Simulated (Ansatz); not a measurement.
ScAlN₂. Total charge 0; singlet. Geometry PBE0-D4/def2-TZVP; atoms count from 1.

```xyz
4

Al   -1.2016    0.7956   -0.6902
Sc    1.7748   -0.1500   -0.7857
N     0.2233   -0.3430    0.4338
N    -0.7965   -0.3026    1.0421
```

The restricted singlet is unstable towards broken spin symmetry at other levels; at PBE0-D4/def2-TZVP this wasn't settled. No other spin state of charge 0 was run. The geometry of the singlet was relaxed on an unsound state (restricted singlet, unstable towards broken spin symmetry at other levels and untested here). Another isomer (singlet) lies 0.77 eV lower at PBE0-D4/def2-TZVP; other spin states weren't run for this one.

(1) Estimate the Mulliken populations from the PBE0/def2-TZVP orbitals of Ansatz.

(2) And the Mayer bond orders between bonded heavy atoms (over 0.3)?

Results:

(1) 
```json
{"atom": "Al1", "charge (e)": "0.13", "d electrons": "–"}
{"atom": "Sc2", "charge (e)": "0.28", "d electrons": "1.11"}
{"atom": "N3", "charge (e)": "-0.18", "d electrons": "–"}
{"atom": "N4", "charge (e)": "-0.23", "d electrons": "–"}
```
Mulliken values and Mayer orders depend strongly on the basis.

(2) Al1–Sc2 0.44 (3.12 Å); Sc2–N3 0.85 (1.98 Å); Al1–N3 0.38 (2.14 Å); Al1–N4 0.59 (2.09 Å); N3–N4 1.88 (1.19 Å).
